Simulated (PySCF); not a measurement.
A structure optimised at ωB97X-D3(BJ)/def2-SVP, used in a PySCF frequency run:

```xyz
8

F      1.9037    -0.6374     0.0000
C      1.2883     0.6024     0.0000
Si    -0.5793     0.4109     0.0000
F     -1.0392    -0.4274     1.3010
F     -1.0392    -0.4274    -1.3010
H      1.6140     1.1739    -0.8891
H      1.6140     1.1739     0.8891
H     -1.2754     1.7154     0.0000
```

**Question.** Write its SMILES, formula and point group.

**Answer.** FC[SiH](F)F, CH₃F₃Si, Cs

**Question.** What are its rotational constants (standard atomic weights)?

**Answer.** 5.3156, 2.8831, 2.3835 GHz
